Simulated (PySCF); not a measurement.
# Radial density of As+ (arsenic, charge +1)

UHF, [Ar] 3d10 4s1 4p3, high-spin 5S determinant (an excited configuration). All numbers are calculated (PySCF 2.14, scalar relativity through the core potential, in aug-cc-pVDZ-PP with ECP10MDF). This is the valence pseudo-density: the core potential removes the inner electrons and smooths the orbitals near the nucleus.

| r (bohr) | 4πr²ρ (e/bohr) | 4πr²(ρα − ρβ) |
| --- | --- | --- |
| 0.000667 | 1.092e-05 | 0.0000 |
| 0.00112 | 3.086e-05 | 0.0000 |
| 0.00189 | 8.694e-05 | 0.0000 |
| 0.00317 | 0.0002431 | 0.0000 |
| 0.00534 | 0.0006653 | 0.0000 |
| 0.00898 | 0.001722 | 0.0001 |
| 0.0151 | 0.003914 | 0.0003 |
| 0.0254 | 0.007425 | 0.0005 |
| 0.0427 | 0.01701 | 0.0007 |
| 0.0719 | 0.1034 | 0.0008 |
| 0.121 | 0.9173 | 0.0003 |
| 0.203 | 5.586 | 0.0197 |
| 0.342 | 21.19 | 0.2515 |
| 0.575 | 29.02 | 0.1859 |
| 0.968 | 9.200 | 0.3576 |
| 1.63 | 2.771 | 2.1835 |
| 2.74 | 1.179 | 1.1754 |
| 4.61 | 0.08454 | 0.0845 |
| 7.75 | 1.549e-05 | 0.0000 |

Energies and moments cover only the electrons outside the core potential.
